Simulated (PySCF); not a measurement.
**Working out the excitation energy of Ge**

Ge [Ar] 3d10 4s2 4p2 (3P) → Ge [Ar] 3d10 4s1 4p3 (5S). All numbers are calculated (PySCF 2.14, scalar relativity by spin-free X2C-1e, in x2c-TZVPPall (6s5p4d1f, 48 functions)). Frozen: [Ne]. Energies in hartree (1 hartree = 27.21139 eV):

```
             part    Ge (lower)    Ge (upper)
              UHF  -2097.048211  -2096.918084
MP2 opposite-spin     -0.221207     -0.176061
    MP2 same-spin     -0.106433     -0.112979
```

Task: What does Hartree-Fock give?

Result: (-2096.918084) − (-2097.048211) = 0.130127 hartree = 3.541 eV.

Task: What do MP2 and SCS-MP2 (6/5 opposite-spin, 1/3 same-spin) give?

Result: The opposite-spin parts differ by 1.228 eV and the same-spin parts by -0.178 eV. MP2: 3.541 + (1.228) + (-0.178) = 4.591 eV. SCS-MP2: 3.541 + 1.2 × (1.228) + (-0.178)/3 = 4.955 eV.

Measured between the centres of the two terms (NIST): 5.078 eV, so MP2 (valence and next inner shell) is off by -0.487 eV.

What remains against the reference includes basis incompleteness, the frozen core and correlation beyond second order.
